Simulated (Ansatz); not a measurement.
`FB(F)c1ccccc1` + `CCS` → `CCSc1ccccc1` + `FBF`  (substitution at a C–B bond)

Isolated molecules relaxed with PBE0-D4/def2-TZVP in Ansatz; ΔE leaves out vibrations. CBS: MP2 limit from def2 TZ/QZ plus the TZ coupled-cluster correction, frozen cores. This one scheme is used for every species. Each species was taken in one conformer, which may not be the lowest.

```json
{"species": "`FB(F)c1ccccc1`", "CCSD(T)/CBS(def2) energy (Eh)": "-455.84539"}
{"species": "`CCS`", "CCSD(T)/CBS(def2) energy (Eh)": "-477.49091"}
{"species": "`CCSc1ccccc1`", "CCSD(T)/CBS(def2) energy (Eh)": "-708.22106"}
{"species": "`FBF`", "CCSD(T)/CBS(def2) energy (Eh)": "-225.09427"}
```

Problem. Work out ΔE.

Solution. ΔE = (-708.22106) + (-225.09427) − (-455.84539) − (-477.49091) = 0.02097 Eh = +55.1 kJ/mol.

Largest T1 diagnostic among the species: 0.013.

From r2SCAN to r2SCAN0 (25 % exact exchange), in def2-TZVPP and without D4, ΔE moves by +3.7 kJ/mol. The D4 term adds −11.5 kJ/mol with B3LYP and −6.8 kJ/mol with PBE0; it sums over pairs of atoms, weighted by their polarisabilities, and B3LYP, whose exchange is more repulsive, gets the larger term.

B3LYP here is the variant with VWN-RPA as its local correlation; programs differ in this.
